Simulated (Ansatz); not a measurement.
Zn₄Br₈, relaxed as a singlet with RKS PBE-D4/def2-SVP in Ansatz, starting from the GFN1-xTB geometry. Force threshold 0.03 eV/Å.

The structure comes from a short search, and lower isomers may exist.

Start:

```xyz
12

Zn    2.596   -0.905    2.063
Zn   -1.584   -1.490    0.929
Zn   -0.081    1.609    0.220
Zn   -0.854    1.258   -3.095
Br    4.621   -1.517    2.879
Br   -1.829    0.958    1.710
Br    2.142    1.349    1.112
Br   -1.324    1.184   -5.307
Br   -3.356   -2.875    0.625
Br    0.582   -2.232    1.929
Br   -0.462   -0.535   -1.482
Br   -0.453    3.196   -1.583
```

Task: Estimate the energy that the relaxation releases and the steps that it takes.

Result: 77.0 kJ/mol, in 41 steps; 2.2 min on 2 threads of AMD EPYC 7R13 on a shared host and a share (18 GiB) of an NVIDIA H100 80GB HBM3. No frequencies were taken in this run, so the end may be a saddle point.

Task: Does the start keep its bonding and symmetry?

Result: Bonds formed: Zn1–Br6, Zn4–Br9 (atoms count from 1). The end is the same structure that another start reached, the lowest one found.

Task: Predict the relaxed structure.

Result: 
| atom | x (Å) | y (Å) | z (Å) |
| --- | --- | --- | --- |
| Zn1 | 1.922 | -0.626 | 2.242 |
| Zn2 | -0.712 | -1.324 | 0.241 |
| Zn3 | 0.721 | 1.320 | -0.247 |
| Zn4 | -1.923 | 0.628 | -2.238 |
| Br5 | 2.908 | -0.782 | 4.285 |
| Br6 | -0.432 | 0.592 | 1.928 |
| Br7 | 2.951 | 0.955 | 0.526 |
| Br8 | -2.938 | 0.798 | -4.266 |
| Br9 | -2.944 | -0.967 | -0.528 |
| Br10 | 0.944 | -2.745 | 1.213 |
| Br11 | 0.433 | -0.593 | -1.937 |
| Br12 | -0.931 | 2.745 | -1.218 |
Bond lengths (bridged metal pairs left out): 16 × Br–Zn 2.27 to 2.67 Å.
